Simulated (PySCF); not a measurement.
Gas-phase reaction: 2 GeHCl + GeH4 ⇌ 3 GeH2 + 2 Cl

Computed with PySCF (xtb for GFN2) and rigid-rotor harmonic-oscillator thermochemistry at 1 bar. † marks an energy on the PBE0/def2-TZVP geometry and frequencies; other levels use their own. CCSD(T) freezes the core. 6-31G* has spherical d functions here. Open shells (unrestricted): Cl (multiplicity 2); the rest are closed-shell singlets. GFN2 has no spin-polarisation term. Spin-orbit splitting is ignored; it lowers the true energy and changes the entropy of Cl. Ge: all electrons, no relativistic terms. GeHCl, GeH2: computed as isolated molecules; such fragments, hydroxides, amides, oligomers or adducts are transient or little studied in the gas. CCSD(T) isn't extrapolated to the basis-set limit.

```json
[
 {"level": "BLYP/def2-TZVP†", "ΔH°(298 K), kJ": "781"},
 {"level": "CCSD(T)/def2-TZVPP†", "ΔH°(298 K), kJ": "(withheld)"},
 {"level": "GFN2-xTB", "ΔH°(298 K), kJ": "788"},
 {"level": "HF/6-31G*", "ΔH°(298 K), kJ": "(withheld)"},
 {"level": "M06-2X/def2-TZVP†", "ΔH°(298 K), kJ": "826"},
 {"level": "PBE/def2-SVP", "ΔH°(298 K), kJ": "841"},
 {"level": "PBE0/def2-SVP†", "ΔH°(298 K), kJ": "823"},
 {"level": "r2SCAN/def2-TZVP†", "ΔH°(298 K), kJ": "852"},
 {"level": "LDA/def2-TZVP†", "ΔH°(298 K), kJ": "(withheld)"},
 {"level": "ωB97M-V/def2-TZVP†", "ΔH°(298 K), kJ": "(withheld)"}
]
```

**Question.** Complete the blanks.

**Answer.** 
- CCSD(T)/def2-TZVPP†, ΔH°(298 K), kJ: 799
- HF/6-31G*, ΔH°(298 K), kJ: 613
- LDA/def2-TZVP†, ΔH°(298 K), kJ: 960
- ωB97M-V/def2-TZVP†, ΔH°(298 K), kJ: 822
